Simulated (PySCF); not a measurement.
Compound: [CuCl4]2-, CuCl₄ (charge -2 and doublet state).
Cartesian coordinates in Å at the PBE0-D3(BJ)/def2-SVP level; atoms count from 1:
```xyz
5
CuCl4 angstrom
Cl    -0.664    2.097    0.698
Cu     0.005   -0.007   -0.012
Cl     0.345   -1.974    1.169
Cl    -1.865   -0.585   -1.269
Cl     2.196    0.475   -0.620
```

The calculation used PBE0-D3(BJ)/def2-SVP geometry optimisation, gas phase in PySCF.

Q: Which atoms are bound to Cu2, and at what distances?

A: 4 atoms: Cl3 2.319 Å, Cl1 2.319 Å, Cl5 2.324 Å, Cl4 2.326 Å.

Q: List the angles at Cu2.

A: 
| angle | degrees | distance of the outer atoms (Å) |
| --- | --- | --- |
| Cl4–Cu2–Cl5 | 131.9 | 4.25 |
| Cl1–Cu2–Cl3 | 131.0 | 4.22 |
| Cl3–Cu2–Cl4 | 100.5 | 3.57 |
| Cl3–Cu2–Cl5 | 99.8 | 3.55 |
| Cl1–Cu2–Cl5 | 99.4 | 3.54 |
| Cl1–Cu2–Cl4 | 99.2 | 3.54 |

Q: Describe the arrangement about Cu2 in numbers.

A: Angles from 99.2° to 131.9°; τ4 = (360° − α − β)/141° = 0.69 with α and β the two widest (0 for a square, 1 for a tetrahedron).

Charge -2, doublet. ⟨S²⟩ = 0.752 (exact for a doublet: 0.75). Whether so highly charged an anion holds all its electrons in the gas phase wasn't checked; a finite basis holds them in any case. The ion is multiply charged and computed without counter-ions or solvent. The geometry's basis has no diffuse functions, a weakness for an anion. PBE0-D3(BJ)/def2-SVP frequencies: not computed here.

Neither the SCF state along the optimisation nor the shape of the open-shell metal species was proved the lowest: other solutions of the same spin, or a structure of lower symmetry, can lie below.
